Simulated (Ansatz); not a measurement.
FH3HfS3 (`[F][Hf]([SH])([SH])[SH]`) at its PBE0-D4/def2-TZVP geometry, where that method's forces vanish. The species carries charge 0 and has multiplicity 1. Hf: def2 effective core potential.

```xyz
8

F    -0.8897   -0.2411    1.7288
Hf   -0.0297   -0.0077    0.0579
S    -0.8264    1.9890   -1.0674
S     2.3719    0.2072    0.3308
S    -0.4400   -1.8955   -1.4104
H    -2.0931    1.7271   -0.6837
H     2.2014    0.9772    1.4256
H    -0.2944   -2.7561   -0.3816
```

**Question.** What forces (eV/Å) does ωB97M-V/def2-TZVPP give on these atoms in Ansatz 0.2.0? (Estimate.)

**Answer.** The calculation gave: 
```
F1  -0.014 -0.004  0.028
Hf2 -0.020 -0.005  0.040
S3  -0.104  0.071 -0.015
S4   0.088  0.045  0.080
S5  -0.018 -0.126  0.002
H6   0.075  0.004 -0.018
H7  -0.002 -0.042 -0.064
H8  -0.004  0.057 -0.052
```
